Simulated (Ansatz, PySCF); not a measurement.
Gas-phase reaction R1 → P1 + P2, each structure at its B3LYP-D3(BJ)/def2-TZVP stationary point, reached from a drawn start (curvature not checked).
R1, CH5O4V (SMILES C[O][V](=[O])([OH])[OH]) (charge 0, multiplicity 1, Z-matrix in Å and degrees):
```
V
O 1 1.5712
O 1 1.7672 2 107.98
C 3 1.4204 1 122.40 2 179.99
H 4 1.0912 3 108.01 1 -179.85
H 4 1.0939 5 109.13 3 120.40
H 4 1.0939 5 109.13 6 119.18
O 1 1.7809 2 111.54 3 -119.03
H 8 0.9635 1 122.02 2 4.65
O 1 1.7809 2 111.54 3 119.01
H 10 0.9635 1 122.02 2 -4.67
```
P1: CH2O (SMILES C=O), charge 0, multiplicity 1.
P2, H3O3V (SMILES [OH][V]([OH])[OH]) (charge 0, multiplicity 3):
```xyz
7

V      0.0422     0.0673    -0.2857
O      1.8319     0.2497    -0.3488
H      2.4829     0.5645     0.2826
O     -1.0833     1.4019     0.0931
H     -2.0279     1.5666     0.1107
O     -0.5420    -1.6454    -0.3089
H     -0.7040    -2.2046     0.4573
```

P less R. No zero-point or thermal terms; singlets are restricted closed shells; open shells are unrestricted; no spin–orbit coupling. One arrangement of each flexible species, with no search for the lowest. The spin states of the d-block species are the ones drawn and need not be the lowest.

Programs: Ansatz (a quantum-chemistry and plane-wave program); PySCF for the D3/D4 terms. No computed number here is a measurement.

Task: Predict the reaction energy from SVWN5/def2-TZVPP.

Result: 3.86 eV

Task: Predict the reaction energy from CAM-B3LYP/def2-TZVPP.

Result: 1.76 eV

Task: Predict the reaction energy from CAM-B3LYP-D3(BJ)/def2-TZVPP.

Result: 1.84 eV
